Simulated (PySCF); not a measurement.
A structure optimised at B3LYP-D3(BJ)/def2-TZVP, used in a PySCF frequency run:

```xyz
3

Al     0.0000     0.0000     0.0000
F      0.0000     0.0000    -1.5918
F      0.0000     0.0000     1.5918
```
Charge +1, spin multiplicity 1.

### Question
Write its SMILES, formula and point group.

### Answer
[F][Al+][F], AlF2, D∞h

### Question
What are its rotational constants (standard atomic weights)?

### Answer
5.2492 GHz (linear rotor, B only)
